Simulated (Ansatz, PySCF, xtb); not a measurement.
Energy difference 2 R1 + R2 → P1 + P2 + P3, each structure at its B3LYP-D3(BJ)/def2-TZVP stationary point, reached from a drawn start (curvature not checked).
P1: CH4 (SMILES C), charge 0, multiplicity 1.
R1: H2 (SMILES [H][H]), charge 0, multiplicity 1.
P2: HF (SMILES F), charge 0, multiplicity 1.
P3: SiH4 (SMILES [SiH4]), charge 0, multiplicity 1.
R2: CH5FSi (SMILES C[SiH2]F), charge 0, multiplicity 1.

P less R. No zero-point or thermal terms.

The values were computed with Ansatz (Gaussian basis) for Hartree–Fock, density functionals and correlated methods; PySCF for the D3/D4 terms; xtb for the GFN methods. Each number belongs to the level named beside it.

One of these levels gives 84.5 kJ/mol for the reaction energy. Which one is it?
A) revPBE-D3(BJ)/def2-TZVPP
B) GFN2-xTB
C) HF/cc-pV(T+d)Z

A, revPBE-D3(BJ)/def2-TZVPP. The others give 36.9 (GFN2-xTB), 72.1 (HF/cc-pV(T+d)Z)

Ansatz is a quantum-chemistry and plane-wave program.
